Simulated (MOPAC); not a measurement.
Input file for MOPAC: PM6 on H4P2 (SMILES PP), a point of a bond scan (R = 6.076 Å).

```
PM6 1SCF PRECISE CHARGE=0 THREADS=1
H4P2

P     -0.98931421 1    -0.53589241 1     0.00725596 1
P      4.35298252 1     2.35792660 1    -0.03192622 1
H     -1.52762971 1     0.25159167 1    -1.04540375 1
H     -1.54504892 1     0.31148207 1     1.00280738 1
H      4.90871723 1     1.51055212 1    -1.02747764 1
H      4.89129802 1     1.57044252 1     1.02073349 1
```

The log:

```
*******************************************************************************
 **                                                                           **
 **                              MOPAC v23.2.5                                **
 **                                                                           **
 *******************************************************************************
 ** MOPAC's Digital Object Identifier: https://doi.org/10.5281/zenodo.6511958 **
 **                                                                           **
 ** Please cite the open-source release paper for use of this MOPAC version:  **
 ** J. E. Moussa and J. J. P. Stewart (2026)                                  **
 ** MOPAC: An open-source semiempirical molecular orbital program             **
 ** J. Open Source Softw., 11(119), 8025, https://doi.org/10.21105/joss.08025 **
 *******************************************************************************

                              PM6 CALCULATION RESULTS

 *******************************************************************************
 *  PM6        - The PM6 Hamiltonian to be used
 *
 *
 *
 *                 CHARGE ON SYSTEM = 0
 *
 *
 *
 *  PRECISE    - TIGHTER CRITERIA TO BE USED
 *  1SCF       - DO 1 SCF AND THEN STOP
 *  THREADS=1  - MULTI-THREADING NOT USED
 *  T=         - A TIME OF 172800.0 SECONDS REQUESTED
 *  DUMP=N     - RESTART FILE WRITTEN EVERY 7200.0 SECONDS REQUESTED
 *******************************************************************************
PM6 1SCF PRECISE CHARGE=0 THREADS=1
 H4P2

   ATOM   CHEMICAL          X               Y               Z
  NUMBER   SYMBOL      (ANGSTROMS)     (ANGSTROMS)     (ANGSTROMS)

     1       P         -0.98931421  *  -0.53589241  *   0.00725596  *
     2       P          4.35298252  *   2.35792660  *  -0.03192622  *
     3       H         -1.52762971  *   0.25159167  *  -1.04540375  *
     4       H         -1.54504892  *   0.31148207  *   1.00280738  *
     5       H          4.90871723  *   1.51055212  *  -1.02747764  *
     6       H          4.89129802  *   1.57044252  *   1.02073349  *



          CARTESIAN COORDINATES

    NO.       ATOM           X           Y           Z

     1         P         -0.9893     -0.5359      0.0073
     2         P          4.3530      2.3579     -0.0319
     3         H         -1.5276      0.2516     -1.0454
     4         H         -1.5450      0.3115      1.0028
     5         H          4.9087      1.5106     -1.0275
     6         H          4.8913      1.5704      1.0207

 General Reference for PM6:
 "Optimization of Parameters for Semiempirical Methods V: Modification of NDDO Approximations
 and Application to 70 Elements", J. J. P. Stewart, J. Mol. Mod., 13, 1173-1213 (2007)
 URL: https://link.springer.com/article/10.1007/s00894-007-0233-4

           Empirical Formula: H4 P2  =     6 atoms



      MOLECULAR POINT GROUP   :   C2h


      RHF CALCULATION, NO. OF DOUBLY OCCUPIED LEVELS = 7


 -------------------------------------------------------------------------------
 PM6 1SCF PRECISE CHARGE=0 THREADS=1
 H4P2



     1SCF WAS SPECIFIED, SO BFGS WAS NOT USED
     SCF FIELD WAS ACHIEVED


                              PM6 CALCULATION
                                                       MOPAC v23.2.5 Linux




          FINAL HEAT OF FORMATION =        143.23167 KCAL/MOL =     599.28130 KJ/MOL


          COSMO AREA              =        121.02 SQUARE ANGSTROMS
          COSMO VOLUME            =         87.58 CUBIC ANGSTROMS

          IONIZATION POTENTIAL    =          6.143339 EV
          HOMO LUMO ENERGIES (EV) =         -6.143 -3.786
          NO. OF FILLED LEVELS    =          7
          MOLECULAR WEIGHT        =         65.9791         POINT GROUP:  C2h

          MOLECULAR DIMENSIONS (Angstroms)

            Atom       Atom       Distance
            H     6    H     3     6.87102
            H     5    H     4     3.91182
            P     1    P     2     1.81531


          SCF CALCULATIONS        =          1





   ATOM   CHEMICAL          X               Y               Z
  NUMBER   SYMBOL      (ANGSTROMS)     (ANGSTROMS)     (ANGSTROMS)

     1       P         -0.98931421  *  -0.53589241  *   0.00725596  *
     2       P          4.35298252  *   2.35792660  *  -0.03192622  *
     3       H         -1.52762971  *   0.25159167  *  -1.04540375  *
     4       H         -1.54504892  *   0.31148207  *   1.00280738  *
     5       H          4.90871723  *   1.51055212  *  -1.02747764  *
     6       H          4.89129802  *   1.57044252  *   1.02073349  *

                             CARTESIAN COORDINATES

   1    P       -0.989314210    -0.535892410     0.007255960
   2    P        4.352982520     2.357926600    -0.031926220
   3    H       -1.527629710     0.251591670    -1.045403750
   4    H       -1.545048920     0.311482070     1.002807380
   5    H        4.908717230     1.510552120    -1.027477640
   6    H        4.891298020     1.570442520     1.020733490


           Empirical Formula: H4 P2  =     6 atoms



      MOLECULAR POINT GROUP   :   C2h


                  EIGENVALUES
 -20.75075 -20.73529 -14.00251 -14.00181 -10.82847 -10.81570  -6.14334  -3.78605
   4.00654   4.00716   4.80460   4.80818 137.35354 137.38820 137.51305 137.61584
 137.68953 137.69389 137.74494 138.02798 138.19953 138.21974


              NET ATOMIC CHARGES AND DIPOLE CONTRIBUTIONS

  ATOM NO.   TYPE          CHARGE      No. of ELECS.   s-Pop       p-Pop       d-Pop
    1          P          -0.028745        5.0287     1.75465     3.26763     0.00646
    2          P          -0.028804        5.0288     1.75465     3.26769     0.00646
    3          H           0.014387        0.9856     0.98561
    4          H           0.014387        0.9856     0.98561
    5          H           0.014387        0.9856     0.98561
    6          H           0.014387        0.9856     0.98561
 DIPOLE           X         Y         Z       TOTAL
 POINT-CHG.    -0.001    -0.000     0.000     0.001
 HYBRID        -0.000     0.000    -0.000     0.000
 SUM           -0.001    -0.000     0.000     0.001


          ATOMIC ORBITAL ELECTRON POPULATIONS

     Atom    s        px        py        pz      x^2-y^2     xz        z^2       yz        xy
    1  P   1.75465   1.06938   1.20518   0.99307   0.00017   0.00151   0.00043   0.00339   0.00096
    2  P   1.75465   1.06942   1.20520   0.99307   0.00017   0.00151   0.00043   0.00339   0.00096
    3  H   0.98561
    4  H   0.98561
    5  H   0.98561
    6  H   0.98561

 **********************
 *                    *
 * JOB ENDED NORMALLY *
 *                    *
 **********************




 == MOPAC DONE ==
```

The run finished.

Cost: roughly 0.03 core-seconds.
